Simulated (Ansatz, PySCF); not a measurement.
Ta(O)(OH)2(NH2) (H₄NO₃Ta), SMILES [NH2][Ta](=[O])([OH])[OH], multiplicity 1. Atoms are numbered in the order given.

```xyz
9

Ta     0.0086     0.0080     0.0060
O      1.3633     0.9163     0.5962
O      0.4186    -1.8697    -0.0974
H      1.1609    -2.4193     0.1759
O     -0.5483     0.6319    -1.7276
H     -0.3040     1.3713    -2.2944
N     -1.4237     0.3315     1.3519
H     -1.3306     0.9096     2.1839
H     -2.3632    -0.0607     1.3072
```

The structure is a stationary point at B3LYP-D3(BJ)/def2-SVP. The multiplicity is an assumed one; other spin states were not compared. The def2 effective core potentials stand for the cores of Ta; spin–orbit coupling is left out. One conformer was computed; it need not be the lowest.

Two levels are set side by side: PBE-D3(BJ)/def2-SVP (Ansatz, a first-principles code) and B3LYP-D3(BJ)/def2-SVP (Ansatz). Each level has its own optimised geometry; the coordinates shown are those of the second. Frequencies come from the Hessian of PySCF at each geometry. Differences are taken from unrounded values.

```csv
quantity,B3LYP-D3(BJ)
mean bond length (Å),1.442
bond Ta1–O2 (Å),1.735
bond Ta1–O3 (Å),1.925
bond Ta1–O5 (Å),1.925
bond Ta1–N7 (Å),1.992
bond O3–H4 (Å),0.963
bond O5–H6 (Å),0.963
bond N7–H8 (Å),1.017
bond N7–H9 (Å),1.019
highest harmonic wavenumber (cm⁻¹),3905
mean harmonic wavenumber (cm⁻¹),1120
zero-point energy (kcal/mol),33.61
```

What does PBE-D3(BJ) give, and how far is it from B3LYP-D3(BJ)? (An estimate is asked for; the answer gives what the named calculation found.)


```tsv
quantity	PBE-D3(BJ)	PBE-D3(BJ) minus B3LYP-D3(BJ)
mean bond length (Å)	1.449	0.007
bond Ta1–O2 (Å)	1.743	0.008
bond Ta1–O3 (Å)	1.933	0.008
bond Ta1–O5 (Å)	1.933	0.008
bond Ta1–N7 (Å)	1.993	0.001
bond O3–H4 (Å)	0.972	0.009
bond O5–H6 (Å)	0.972	0.009
bond N7–H8 (Å)	1.024	0.007
bond N7–H9 (Å)	1.026	0.007
highest harmonic wavenumber (cm⁻¹)	3794	-111
mean harmonic wavenumber (cm⁻¹)	1092	-28
zero-point energy (kcal/mol)	32.78	-0.83
```

Exact exchange shortens and stiffens bonds; PBE has none. Differences between two approximate levels are no errors against the true value.
